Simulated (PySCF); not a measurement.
BiCl$_{3}$ (SMILES [Cl][Bi]([Cl])[Cl]), singlet, at a GFN2-xTB geometry (such geometries of metal compounds can be far from the true shape) (core potentials on Bi). Base run: B3LYP/def2-SVP (PySCF).

Here is a job for PySCF.
```python
from pyscf import gto, scf, dft, solvent

mol = gto.Mole()
mol.atom = '''
    Bi   -0.001148   -0.000252    0.502865
    Cl   -1.824113   -1.016848   -0.823066
    Cl    0.033889    2.090390   -0.817268
    Cl    1.795830   -1.072313   -0.814828
'''
mol.basis = 'def2-svp'
mol.ecp = {'Bi': 'def2-svp'}
mol.charge = 0
mol.spin = 0
mol.verbose = 4
mol.build()

mf = dft.RKS(mol)
mf.xc = 'b3lyp'
mf.kernel()
```

Variants of this job, named by their change:

```csv
change,ΔE vs base (kJ/mol),dipole (D),HOMO-LUMO gap (eV)
base,0.00,4.55,5.88
model = COSMO; solvent = 2-propanol,-39.9,6.25,6.25
model = IEF-PCM; solvent = 2-propanol; lebedev_order = 41,-40.1,6.25,6.25
model = IEF-PCM; solvent = 2-propanol; vdw_scale = 1.4,?,?,?
model = C-PCM; solvent = 2-propanol,-41.2,6.30,6.26
model = SS(V)PE; solvent = 2-propanol,-39.9,6.24,6.25
model = IEF-PCM; solvent = 2-propanol,-40.0,6.25,6.25
model = IEF-PCM; solvent = tetrahydrofuran,-34.1,5.99,6.21
model = IEF-PCM; solvent = 2-propanol; r_probe = 0.5,-19.55,5.51,6.10
model = IEF-PCM; solvent = 2-propanol; vdw_scale = 1.0,?,?,?
model = IEF-PCM; solvent = dichloromethane,?,?,?
model = IEF-PCM; solvent = 2-propanol; vdw_scale = 1.1,-57.1,6.74,6.36
```

**Question.** Fill in the missing entries.

**Answer.** 
- model = IEF-PCM; solvent = 2-propanol; vdw_scale = 1.4, ΔE vs base (kJ/mol): -22.32
- model = IEF-PCM; solvent = 2-propanol; vdw_scale = 1.4, dipole (D): 5.62
- model = IEF-PCM; solvent = 2-propanol; vdw_scale = 1.4, HOMO-LUMO gap (eV): 6.12
- model = IEF-PCM; solvent = 2-propanol; vdw_scale = 1.0, ΔE vs base (kJ/mol): -86.6
- model = IEF-PCM; solvent = 2-propanol; vdw_scale = 1.0, dipole (D): 7.42
- model = IEF-PCM; solvent = 2-propanol; vdw_scale = 1.0, HOMO-LUMO gap (eV): 6.52
- model = IEF-PCM; solvent = dichloromethane, ΔE vs base (kJ/mol): -35.6
- model = IEF-PCM; solvent = dichloromethane, dipole (D): 6.06
- model = IEF-PCM; solvent = dichloromethane, HOMO-LUMO gap (eV): 6.22

The base is the gas phase, so ΔE is the electrostatic part of solvation at a fixed geometry, without cavity and dispersion terms.
